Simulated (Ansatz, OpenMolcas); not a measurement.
# C2H5I (iodoethane): from total energies to a heat of formation

C2H5I: 8 atoms, total charge 0, spin state singlet. SMILES: `CCI`. Geometry: relaxed at PBE0-D4/def2-TZVP.

Total energies at CCSD(T)/def2-SVP (core potential), 6 core orbitals frozen (OpenMolcas 26.06); the atoms run unrestricted:

| species | state | energy (Eh) |
| --- | --- | --- |
| C2H5I | singlet | -375.703776 |
| C | triplet | -37.715348 |
| I | doublet | -296.759099 |
| H | doublet | -0.499278 |

Harmonic wavenumbers at PBE0-D4/def2-TZVP, in cm⁻¹: 258, 258, 525, 748, 978, 997, 1082, 1238, 1258, 1405, 1474, 1476, 1489, 3044, 3110, 3124, 3141, 3183.

Measured heats of formation of the gaseous atoms at 298.15 K, in kJ/mol: C 716.9, I 106.8, H 218.0. Spin-orbit lowering of the atoms at 298 K (mean of the ground term's levels less their thermal mean, from spectra), in kJ/mol: C 0.02, I 30.32. Take 1 Eh = 2625.50 kJ/mol, 1 cm⁻¹ = 0.0119627 kJ/mol, RT = 2.479 kJ/mol.

**Question.** Work out the heat of formation of the gas at 298 K.

**Answer.** 
1. Electronic atomisation energy: 2 × (-37.715348) + (-296.759099) + 5 × (-0.499278) − (-375.703776) = 1.017591 Eh = 2671.7 kJ/mol.
2. Zero-point energy: half the sum of the wavenumbers, 14394 cm⁻¹ = 172.2 kJ/mol.
3. Thermal vibrational enthalpy, Σ hcν̃/(exp(hcν̃/kT) − 1): 3.7 kJ/mol. Translation, rotation and pV of a non-linear molecule: 4 RT = 9.9 kJ/mol.
4. The 8 free atoms carry 5/2 RT each: 49.6 kJ/mol.
5. Spin-orbit coupling lowers the free atoms by 2 × 0.02 + 30.32 = 30.4 kJ/mol.
6. Atomisation enthalpy at 298 K: 2671.7 − 30.4 − 172.2 − 3.7 − 9.9 + 49.6 = 2505.1 kJ/mol.
7. Sum of the atoms' heats of formation: 2630.6 kJ/mol. Heat of formation: 2630.6 − 2505.1 = +125.5 kJ/mol.

The tabulated value is -7.1 kJ/mol (Active Thermochemical Tables), so this level is off by +132.6 kJ/mol, or 5.0 % of the atomisation enthalpy. Coupled cluster needs large bases for atomisation: in a finite one the molecule is underbound. A double-zeta basis underbinds. Anharmonicity and any spin-orbit splitting of the molecule are left out, and so is core correlation.
